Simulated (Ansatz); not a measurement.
NbCl3, SMILES [Cl][Nb]([Cl])[Cl] (connectivity only; charge and spin as stated), neutral, multiplicity 3.

Geometry optimised at PBE-D3(BJ)/def2-SVP. A frequency run showed that this geometry is not a minimum. The multiplicity is an assumed one; other spin states were not compared. The def2 effective core potentials stand for the cores of Nb; spin–orbit coupling is left out.

Two levels are set side by side: PBE/def2-SVPD (Ansatz, a program for electronic structure) and PBE0/def2-SVPD (Ansatz). Energy differences of separate SCF runs at the same geometry; the states with an electron removed or added have multiplicity 2 and 4. Differences are taken from unrounded values.

| quantity | PBE0 | PBE | PBE minus PBE0 |
|---|---|---|---|
| vertical ionisation energy (eV) | 8.45 | 7.98 | -0.47 |
| vertical electron affinity (eV) | 1.97 | 1.76 | -0.22 |
